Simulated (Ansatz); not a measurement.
This geometry of GeH$_{4}$S$_{2}$ (7 atoms, charge 0, multiplicity 1) is a first-order saddle point.

These are results of RKS B3LYP-D4/def2-SVP in Ansatz, not measurements.

```xyz
7
Properties=species:S:1:pos:R:3
S -1.917 -0.678 -0.464
Ge 0.080 0.245 -0.020
S 1.323 -1.539 0.538
H -2.497 0.510 -0.757
H 0.654 0.954 -1.267
H -0.018 1.242 1.156
H 2.435 -0.801 0.769
```

Task: Which two structures does it join? (They come from a converged band through this point; their orientation in space is the band's.)

Result: No bond is made or broken. The dihedral H4–S1–Ge2–H5 goes from 51 to -102°.

First end point:

```xyz
7
Properties=species:S:1:pos:R:3
S -2.019 -0.088 -0.188
Ge 0.076 0.588 0.263
S 1.441 -1.044 0.985
H -1.679 -0.746 -1.320
H 0.688 1.249 -0.987
H -0.061 1.560 1.444
H 1.615 -1.586 -0.243
```

Last end point:

```xyz
7
Properties=species:S:1:pos:R:3
S -1.803 -0.614 -0.814
Ge 0.086 0.285 0.000
S 1.285 -1.441 0.791
H -2.586 0.393 -0.361
H 0.925 0.982 -1.092
H -0.304 1.285 1.108
H 2.459 -0.957 0.322
```

Task: How far does it lie above each of them?

Result: 0.092 eV above the first and 0.035 eV above the second. This is the barrier of this one path; another mechanism may lie lower.

Time of the run: 4.3 min on 1 thread of Arm Neoverse V1 (shared host), peak memory 0.19 GiB.
